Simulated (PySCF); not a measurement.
Compound: C2H6B2F2O2.
Geometry (PBE0-D3(BJ)/def2-SVP, Å), atoms numbered from 1 in this order:
```
atom  x, y, z in Å
C1     1.8234   -0.9175    0.5366
O2     0.4389   -0.7587    0.4032
B3    -0.1597    0.4493    0.2258
O4    -1.5087    0.5101    0.1417
C5    -2.3226   -0.6358    0.2329
B6     0.6866    1.9450    0.1086
F7     1.1421    2.4240   -1.0399
F8     0.9202    2.7073    1.1665
H9     2.3667    0.0418    0.4632
H10    2.0562   -1.3685    1.5138
H11    2.2008   -1.5862   -0.2526
H12   -3.3102   -0.3285    0.6052
H13   -2.4517   -1.0966   -0.7599
H14   -1.8937   -1.3891    0.9110
```

Linear response at CAM-B3LYP/def2-SVPD (PySCF, frozen core in the response, non-relativistic).

Static isotropic polarisability: 60.22 au (8.92 Å³), principal values 51.3, 60.6, 68.7 au.

Question: What is the polarisability at 1064 nm and at the sodium D line?

Answer: 60.62 au at 1064 nm (+0.7 %), 61.55 au at 589.3 nm (+2.2 %). The rise at 589.3 nm is 3.34 times that at 1064 nm; a pure ω² law gives 3.26. The lowest singlet lies at 173 nm, shorter than both wavelengths.

Question: What is the isotropic C6 coefficient between two such molecules, C6 = (3/π)∫α(iω)² dω?

Answer: 1720 au (Eh·bohr⁶) by a ten-point quadrature over imaginary frequencies, which is 1030 eV·Å⁶ or 99.2 J·nm⁶/mol.

Question: Which effective excitation energy ω̄ makes London's formula C6 = (3/4)α²ω̄ exact here?

Answer: ω̄ = 4·C6/(3α²) = 0.632 Eh = 17.2 eV. A one-pole form α(ω) = α/(1 − ω²/ω̄²) fitted to the 1064 nm value gives 14.4 eV. London's choice of the ionisation energy (10.90 eV, ΔSCF at the same level) gives C6 = 1090 au, 37 % too low.

Question: How anisotropic is the static polarisability, by Δα² = ½[(α1 − α2)² + (α2 − α3)² + (α3 − α1)²]?

Answer: Δα = 15.1 au, or 0.25 of the isotropic value.

Question: What three-body coefficient follows from the one-pole estimate C9 = (3/4)·α·C6?

Answer: 77700 au. This is an estimate from the two numbers above, not a computed integral.

Question: How many electrons N does the Slater–Kirkwood formula C6 = (3/4)·√N·α^(3/2) need to give this C6?

Answer: N = (4·C6/3)²/α³ = 24.1; the species has 62 electrons in all.

Question: What n − 1 at the D line would an ideal gas of it have at 273.15 K and 1 atm (2.6868 × 10¹⁹ cm⁻³), by n − 1 = 2π·N·α′?

Answer: 15.40 × 10⁻⁴, a formal value whether or not that pressure can be reached.

Question: The lowest 10 singlets have (eV, f): 7.17, 0.029; 7.59, 0.009; 7.63, 0.013; 8.02, 0.039; 8.14, 0.146; 8.38, 0.049; 8.56, 0.002; 8.71, 0.040; 8.81, 0.004; 8.92, 0.039. What share of the static polarisability do they carry in the sum over states α = Σ f/ω²?

Answer: 4.12 au, 6.8 % of α; the largest term, 1.64 au, is that of the state at 8.14 eV. Their oscillator strengths add up to 0.37. Higher states carry the rest.

Question: What molar refraction at the D line follows from R = (4π/3)·N_A·α′, with α′ the polarisability volume?

Answer: α′ = 9.12 Å³ gives R = 23.01 cm³/mol, for isolated, non-vibrating species.

One conformer stands for the species.
